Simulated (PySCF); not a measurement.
Input for PySCF: R-MP2/6-31G* on H4OSi (SMILES O[SiH3]) with ghost functions, monomers drawn apart or pushed together.

```python
from pyscf import gto, scf, dft, mp
from pyscf.data.elements import chemcore

mol = gto.M(
    atom='''
    O     0.29502379    0.57722703    3.35923447
    Si    0.08888748   -0.05760016    4.86166783
    H    -0.26804528    0.26240154    2.63265062
    H    -1.26575702    0.21602298    5.40503236
    H     1.10226764    0.57924298    5.72929589
    H     0.29098995   -1.53005575    4.87398684
    ghost-C    0.26944138   -0.48795382    0.03556036
    ghost-O   -0.75616649   -0.43795135    0.66527454
    ghost-H    0.28103931   -0.83152299   -1.01292751
    ghost-H    1.23531981   -0.19306140    0.47969354
    ''',
    basis='6-31g*',
    cart=True,
    charge=0, spin=0, verbose=3, max_memory=1800)
mf = scf.RHF(mol)
mf.conv_tol = 1e-8
mf.max_cycle = 100
mf.kernel()
if not mf.converged:
    mf = mf.newton().run(mf.mo_coeff, mf.mo_occ)
pt = mp.MP2(mf, frozen=chemcore(mol)).run()
```

The log:

```
converged SCF energy = -366.130315020166
E(RMP2) = -366.391105167749  E_corr = -0.260790147583654
E(SCS-RMP2) = -366.390620199287  E_corr = -0.260305179121366
```

Self-consistency was reached.

Cost: roughly 3.0 core-seconds.
